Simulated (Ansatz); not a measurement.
Diatomic LuF, closed-shell singlet (lowest of 2S+1 = 1, 3 at CCSD(T)/def2-TZVPP on PBE0 minima; our sources give no spin for the ground state, which may be another). No spin–orbit coupling.

The constants come from a fifth-degree fit in 1/R (seven points, main isotopes). Runs in def2 and cc sets follow the lowest solution found near the PBE0 minimum. The singlet is held restricted.

Correlated levels freeze the inner cores; with def2 sets outer-core shells near the valence are correlated too.

Run with Ansatz (Gaussian basis) for Hartree–Fock, density functionals and correlated methods. Values without a source in brackets are computed. In def2 rows elements past Kr take small-core potentials, without spin–orbit coupling.

Energies at CCSD(T)/def2-QZVPP:

| R (Å) | E (hartree) |
|---|---|
| 1.772211 | -1333.57935073 |
| 1.819852 | -1333.58594968 |
| 1.863680 | -1333.58924384 |
| 1.913226 | -1333.59040357 |
| 1.962772 | -1333.58940855 |
| 2.019940 | -1333.58620802 |
| 2.086636 | -1333.58043613 |

Q: With a reduced mass of 17.1373 u, find the minimum, the force constant and the constants.

A: A fifth-degree polynomial in 1/R puts the minimum at r_e = 1.9131 Å with force constant 381 N/m. Then ω_e = (1/2πc)√(k/μ) = 615 cm⁻¹ and B_e = h/(8π²cμr_e²) = 0.2688 cm⁻¹; the cubic and quartic terms give α_e = 0.0015 and ω_e x_e = 2.6 cm⁻¹.

Doubts at one or more of the structures used: a restricted determinant that unrestricted orbitals would lower (CCSD(T)/def2-QZVPP).

Ansatz is a program for electronic structure.
